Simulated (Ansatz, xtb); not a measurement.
**Relative energy of two isomers of C5H8FNO**

Structure I is `C[C@]1(F)CNC(=O)C1`, a singlet and structure II is `CC/C(F)=C\C(N)=O`, a singlet. Both are isolated molecules in the gas phase, relaxed with B3LYP-D3(BJ)/def2-SVP, each in the lowest conformer that the search found.

Quicker runs give these differences E(II) − E(I): GFN2-xTB +1.220 eV; HF/STO-3G +1.801 eV (at GFN2-xTB geometries); r2SCAN-D4/def2-SVP +0.540 eV (at GFN2-xTB geometries).

**Question.** Estimate E(II) − E(I) at the level CCSD(T)/def2-SVP + ΔMP2/def2-TZVPP.

**Answer.** Calculated at CCSD(T)/def2-SVP + ΔMP2/def2-TZVPP: E(II) − E(I) = +0.562 eV, so structure I lies lower.

Level by level:

```csv
level,geometry,E(II) − E(I) (eV),departure from the last row (eV),"job, with rough time for the two"
GFN2-xTB,GFN2-xTB,+1.220,+0.658,"optimisation, 0.19 s"
HF/STO-3G,GFN2-xTB,+1.801,+1.240,"single point, 0.46 s"
r2SCAN-D4/def2-SVP,GFN2-xTB,+0.540,−0.021,"single point, 4.3 s"
B3LYP-D3(BJ)/def2-SVP,B3LYP-D3(BJ)/def2-SVP,+0.462,−0.100,"optimisation, 95 s"
HF/def2-SVP,B3LYP-D3(BJ)/def2-SVP,+0.541,−0.021,part of the CCSD(T) run
MP2/def2-SVP,B3LYP-D3(BJ)/def2-SVP,+0.639,+0.078,part of the CCSD(T) run
CCSD(T)/def2-SVP,B3LYP-D3(BJ)/def2-SVP,+0.604,+0.043,single point
CCSD(T)/def2-SVP + ΔMP2/def2-TZVPP,B3LYP-D3(BJ)/def2-SVP,+0.562,,"single point, 2.6 min"
```

As drawn, II has 1 C=C, 1 N–H in place of 1 C–C, 1 C–N, 1 C–H. Structure I has a 5-membered ring, II no ring.

The levels shown agree on the order. The largest departure from CCSD(T)/def2-SVP + ΔMP2/def2-TZVPP is that of HF/STO-3G, 1.240 eV. The last row adds to CCSD(T) the change of the MP2 difference between the two basis sets, here −0.043 eV.

With thermal terms from frequencies at re-optimised GFN2-xTB minima (ideal gas, soft modes damped towards free rotors, one conformer each, 298.15 K, 1 atm): on the last row, ΔE + ΔZPE = +0.500, ΔH = +0.543, ΔG = +0.444 eV.

The correlated steps freeze 8 core orbitals. Mirror images aren't counted in ΔG. Codes used: Ansatz 0.2.0, xtb 6.7.1; the last row on 4 threads of Arm Neoverse V1 on a shared host.
